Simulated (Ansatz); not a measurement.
Consider the ligand exchange at a Ga–N bond: `[NH2][GaH][Br]` + H–F → `[F][GaH][Br]` + NH₃.

Isolated molecules relaxed with PBE0-D4/def2-TZVP in Ansatz; ΔE leaves out vibrations. CCSD(T)/CBS is the MP2 limit (def2-TZVPP, def2-QZVPP) plus CCSD(T) − MP2 in def2-TZVPP, frozen cores. This one scheme is used for every species. DFT in def2-TZVPP. For Br, Ga outer-core shells are correlated without core-valence functions, which leaves a few kJ/mol of doubt a bond. Scalar relativity is left out up to krypton. One conformer a species, not always the lowest.

`[NH2][GaH][Br]`:

Z-matrix (Å, degrees):
```
N
Ga 1 1.800
H 1 1.006 2 123.0
H 1 1.005 2 124.2 3 180.0
Br 2 2.293 1 113.9 3 0.0
H 2 1.547 1 125.6 3 -180.0
```

H–F:

Z-matrix (Å, degrees):
```
F
H 1 0.920
```

`[F][GaH][Br]`:

Z-matrix (Å, degrees):
```
Ga
F 1 1.745
Br 1 2.265 2 113.7
H 1 1.543 2 120.1 3 -180.0
```

NH₃:

Z-matrix (Å, degrees):
```
N
H 1 1.013
H 1 1.013 2 107.1
H 1 1.013 2 107.1 3 -114.5
```

| level | ΔE (eV) |
| --- | --- |
| PBE-D4 | -0.44 |
| BLYP-D4 | -0.49 |
| r2SCAN-D4 | -0.48 |
| CCSD/def2-SVP | -0.52 |

**Question.** What does CCSD(T)/CBS give? (An estimate is asked.)

**Answer.** Computed: -0.33 eV. The listed levels differ from it by -0.11, -0.16, -0.15, -0.19 eV.

Largest T1 diagnostic among the species: 0.012.

At CCSD(T), def2-SVP lies −0.18 eV from the extrapolated value and def2-TZVPP −0.06 eV. In def2-TZVPP, CCSD(T) changes the Hartree–Fock value by +0.16 eV (the triples alone add +0.01 eV) and MP2 by +0.20 eV. The D4 term adds +0.05 eV with B3LYP and +0.03 eV with PBE0; it sums over pairs of atoms, weighted by their polarisabilities, and B3LYP, whose exchange is more repulsive, gets the larger term.

B3LYP here is the variant with VWN-RPA as its local correlation; programs differ in this.
